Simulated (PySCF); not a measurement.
C₆H₉O₂P.
InChI=1S/C6H9O2P/c1-6(7)9(8)4-2-3-5-9/h2,4H,3,5H2,1H3/t9-/m1/s1

Computed with PySCF at wB97X-D/def2-SVPD, non-relativistic, on one gas-phase PBE0-D3(BJ)/def2-SVP geometry that isn't relaxed in the solvent. The solvent is an IEF-PCM continuum (Bondi radii, 1.10 Å for H, scaled by 1.2), and excitations are vertical TDDFT with non-equilibrium linear response and a frozen core. The model holds no explicit solvent molecules, cavitation or dispersion.

Gas-phase singlets (H = HOMO, L = LUMO):

```json
{"state": "S1", "E (eV)": "3.561", "λ (nm)": "348", "f": "0.002", "leading configuration": "H→L 85%"}
{"state": "S2", "E (eV)": "5.438", "λ (nm)": "228", "f": "0.001", "leading configuration": "H-1→L 94%"}
{"state": "S3", "E (eV)": "5.767", "λ (nm)": "215", "f": "0.007", "leading configuration": "H→L+1 62%"}
{"state": "S4", "E (eV)": "6.058", "λ (nm)": "205", "f": "0.086", "leading configuration": "H-2→L 85%"}
{"state": "S5", "E (eV)": "6.435", "λ (nm)": "193", "f": "0.005", "leading configuration": "H-3→L 66%"}
```

Task: How does the list change in chloroform (ε = 4.711)?

Result: 
| state | E (eV) | λ (nm) | f | leading configuration | change by rank (eV) |
| --- | --- | --- | --- | --- | --- |
| S1 | 3.653 | 339 | 0.003 | H→L 87% | +0.092 |
| S2 | 5.623 | 221 | 0.004 | H-1→L 87% | +0.185 |
| S3 | 5.978 | 207 | 0.086 | H→L+1 58% | +0.211 |
| S4 | 6.072 | 204 | 0.049 | H-2→L 75% | +0.014 |
| S5 | 6.605 | 188 | 0.012 | H-3→L 66% | +0.170 |

Task: The ground-state energy changes by -0.366 eV from gas to chloroform. By how much does the total energy of gas-phase S1 change?

Result: E(S1) = E(S0) + excitation energy, so it changes by -0.366 + 0.092 = -0.274 eV: it is lowered less than the ground state, which is what a blue shift means. This is the vertical state, with the slow part of the continuum still set for S0.

Task: How do the frontier levels move from gas to chloroform?

Result: 
```json
{"orbital": "LUMO+2", "gas (eV)": "2.15", "solvent (eV)": "2.33", "change (eV)": "+0.18"}
{"orbital": "LUMO+1", "gas (eV)": "1.37", "solvent (eV)": "1.51", "change (eV)": "+0.14"}
{"orbital": "LUMO", "gas (eV)": "0.10", "solvent (eV)": "0.16", "change (eV)": "+0.06"}
{"orbital": "HOMO", "gas (eV)": "-8.83", "solvent (eV)": "-8.91", "change (eV)": "-0.08"}
{"orbital": "HOMO-1", "gas (eV)": "-9.71", "solvent (eV)": "-9.79", "change (eV)": "-0.08"}
{"orbital": "HOMO-2", "gas (eV)": "-10.13", "solvent (eV)": "-10.15", "change (eV)": "-0.02"}
{"orbital": "HOMO-3", "gas (eV)": "-11.11", "solvent (eV)": "-11.26", "change (eV)": "-0.15"}
```

The HOMO–LUMO gap goes from 8.93 to 9.07 eV. Rows go by rank; for HOMO-1 and LUMO+2 the atom shares or the degeneracy differ between the runs, so the row needn't follow one orbital.

Hardware: one thread, Arm Neoverse V1 (aarch64), shared host with 32 logical CPUs at a one-minute load of 13. Cost: 90 s, 1.4 GiB resident at most. This is the whole response run at wB97X-D/def2-SVPD in chloroform, SCF included.

wB97X-D is run here without its empirical dispersion term; that term would change no orbital, density or response property at a fixed geometry.
